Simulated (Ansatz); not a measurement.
BH3O (SMILES BO), charge 0, multiplicity 1, relaxed at each level with Ansatz (an electronic-structure program); harmonic frequencies from differences of analytic forces, average atomic masses, frozen cores.

Task: Give the equilibrium geometry, the harmonic frequencies and the zero-point energy at B3LYP/def2-TZVPP.

Result: 
(charge 0, multiplicity 1):
```xyz
5

B     -0.691     0.183    -0.001
O      0.586    -0.257     0.002
H     -1.544    -0.648     0.005
H     -0.934     1.354    -0.009
H      1.244     0.444    -0.003
```
Frequencies (cm⁻¹): 780, 891, 1063, 1178, 1185, 1376, 2561, 2659, 3840. Zero-point energy 22.21 kcal/mol.

Task: Give the equilibrium geometry, the harmonic frequencies and the zero-point energy at CCSD(T)/cc-pVTZ.

Result: 
(charge 0, multiplicity 1):
```
atom    x (Å)    y (Å)    z (Å)
----  -------  -------  -------
B     -0.6892   0.1813  -0.0011
O      0.5921  -0.2660   0.0017
H     -1.5457  -0.6482   0.0049
H     -0.9259   1.3554  -0.0092
H      1.2296   0.4529  -0.0034
```
Frequencies (cm⁻¹): 785, 898, 1067, 1192, 1199, 1391, 2573, 2674, 3863. Zero-point energy 22.36 kcal/mol.
